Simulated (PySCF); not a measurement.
Te⁺: excitation energy

Te⁺ [Kr] 4d10 5s2 5p3 (4S) → Te⁺ [Kr] 4d10 5s1 5p3 6s1 (6S), as a difference of total energies. Calculation: PySCF 2.14, in aug-cc-pwCVTZ-DK3 with one added diffuse shell each of s, p, d, f type (11s10p8d5f1g, 125 functions); the spin-free X2C one-electron Hamiltonian (Gaussian nucleus). The calculations carry no spin-orbit coupling.

```tsv
method	excitation energy (eV)
UHF	15.375
PBEsol	17.674
CAM-B3LYP	17.986
wB97M-V	17.341
```

The promoted electron is Rydberg-like, and one or two diffuse shells describe it only roughly, which tends to raise the upper state.
